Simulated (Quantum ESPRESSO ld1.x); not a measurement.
The numbers below are computed, except where a source is named.
Problem. These are the eigenvalues of the occupied orbitals of an atom or ion with whole-number occupations (hartree). Code: ld1.x of Quantum ESPRESSO 7.5. Model: Dirac Kohn-Sham, LDA (Slater exchange, VWN5 correlation), spin-unpolarised, spherical densities, point nucleus.

| orbital | eigenvalue |
|---|---|
| 1s1/2 | -805.454 |
| 2s1/2 | -116.454 |
| 2p1/2 | -107.733 |
| 2p3/2 | -102.929 |
| 3s1/2 | -21.1065 |
| 3p1/2 | -17.7202 |
| 3p3/2 | -16.9047 |
| 3d3/2 | -10.8871 |
| 3d5/2 | -10.7281 |
| 4s1/2 | -3.54876 |
| 4p1/2 | -2.53289 |
| 4p3/2 | -2.40516 |
| 4d3/2 | -0.90423 |
| 4d5/2 | -0.89040 |

Which element is it, and in what charge state? The configuration may be excited. Open shells, if any, are shared by 2j + 1.

Solution. Z = 44, ruthenium, charge +2: Ru2+ in [Kr] 4d6. The list shows which subshells hold electrons but not how many an open one holds; the 1s level, -805.45 hartree, gives Z - s = 40.1 by -(Z - s)^2/2, which with screening and relativity narrows Z to a few neighbours, and the depths of the outer levels then fix element, charge and occupations together.
